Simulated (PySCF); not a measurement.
```xyz
9

C     -1.6821    -0.0955     0.0439
Al     0.0128    -0.9045    -0.5520
C      1.6830     0.0303    -0.0842
H     -1.6537     0.0673     1.1277
H     -2.5674    -0.6885    -0.1899
H     -1.7991     0.8889    -0.4251
H      2.5824    -0.4257    -0.5003
H      1.6342     1.0704    -0.4271
H      1.7900     0.0573     1.0070
```

Charge 0, multiplicity 2.

### Question
Give the Mulliken and meta-Löwdin atomic charges from PBE0-D4/def2-TZVP in PySCF 2.14.0.

### Answer

| atom | Mulliken (e) | meta-Löwdin (e) |
|---|---|---|
| C1 | -0.58 | -0.66 |
| Al2 | 0.33 | 0.55 |
| C3 | -0.58 | -0.66 |
| H4 | 0.13 | 0.13 |
| H5 | 0.15 | 0.13 |
| H6 | 0.13 | 0.13 |
| H7 | 0.15 | 0.13 |
| H8 | 0.13 | 0.13 |
| H9 | 0.13 | 0.13 |
